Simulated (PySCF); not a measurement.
Polarisability and C₆ of S³⁺ (sulfur, charge +3)

[Ne] 3s2 3p1, 2P determinant. Calculation: PySCF 2.14, in ANO-RCC-VTZP (5s4p2d1f, 34 functions); scalar relativity by spin-free X2C-1e. Coupled (time-dependent) response in atomic units; α is the mean over directions. The basis has no added diffuse functions, which lowers α and C₆.

```tsv
method	mean α (bohr³)	α xx, yy, zz	C₆ (like pair)	S(−4)
UHF	5.525	5.786, 5.003, 5.786	14.78	14.65
PBE	5.286	5.512, 4.833, 5.512	13.84	13.08
PBE0	5.343	5.584, 4.859, 5.584	14.06	13.40
wB97M-V	5.338	5.527, 4.959, 5.527	13.99	13.36
MN15	5.368	5.569, 4.967, 5.569	13.50	15.31
```

S(−4) is the Cauchy moment in α(ω) = α(0) + S(−4) ω² + …

α(iu) at wB97M-V:

```csv
u (hartree),α(iu) (bohr³)
0,5.338
0.0500,5.305
0.100,5.208
0.200,4.857
0.300,4.373
0.500,3.337
0.750,2.304
1.00,1.622
1.50,0.8947
2.00,0.5601
3.00,0.2810
5.00,0.1169
```

A single London oscillator, α(iu) = α/(1 + u²/ω²), gives C₆ = (3/4) ω α². Matching the computed C₆ needs ω = 4 × 13.99 / (3 × 5.338²) = 0.655 hartree.

For an ion, C₆ is the dispersion term alone; charge-induced terms of lower order in 1/R come first.

The components differ because the open shell of this determinant is not spherical; for a pure term their mean is the scalar polarisability.
